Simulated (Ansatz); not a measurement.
Input file for Ansatz (an electronic-structure program): R-r2SCAN/def2-TZVPP on AlAsH4 (SMILES [AlH2][AsH2]), a point of a torsion scan.

Ansatz 0.2 input:
```yaml
crystal:
  periodic: [false, false, false]
  atoms:
    - {symbol: Al, position_ang: [-0.88266076, -0.09420077, -0.15912887]}
    - {symbol: As, position_ang: [1.45060465, -0.27885818, -0.68944835]}
    - {symbol: H, position_ang: [-2.06383935, -1.07743738, -0.41011980]}
    - {symbol: H, position_ang: [-1.41603068, 1.14682511, 0.62527242]}
    - {symbol: H, position_ang: [1.40786471, 1.08610830, -0.02348191]}
    - {symbol: H, position_ang: [1.49626812, -0.89762399, 0.70010634]}
basis:
  gaussian:
    orbitals: def2-TZVPP
hamiltonian:
  xc: {name: r2SCAN}
scf: {lower_state_search: off}
```

Output:

```
WARN ansatz: RAYON_NUM_THREADS=1 ignored (pool sized by the plan → 1); use --threads N
Functional definition: r2SCAN
these checks for a lower state are left out or cut short: stability, starts, cluster_reference, orbital_swaps, neighbouring_geometries, increment
integrals: 0.06 GiB planned
878 factors; their error is unknown
mean field: 0.45 GiB planned
mean field evaluation 1: about -67501.1655 eV, gradient 1.8e1 eV
mean field evaluation 2: about -67501.8466 eV, gradient 1.0e1 eV
mean field evaluation 4: about -67502.1628 eV, gradient 6.2e-1 eV
mean field evaluation 8: about -67502.1558 eV, gradient 2.3e-2 eV
mean field evaluation 16: about -67502.1558 eV, gradient 8.4e-6 eV
mean field -67502.15583316 eV, -2480.6584722642 hartree, gradient 8.4e-6 eV, S^2 0.000000; 0 other end points of the search recorded, 0 dependent functions left out
reference -67502.15584520 eV, -2480.6584727065 hartree; 25, 25 occupied and 121, 121 virtual orbitals, 878 factors
Total energy: -67502.15584520 eV, -2480.6584727065 hartree
Checks for a lower state left out: stability, starts, cluster_reference, orbital_swaps, neighbouring_geometries, increment
```

Self-consistency was reached.

Cost: about 1.9 core-seconds (a rough figure).
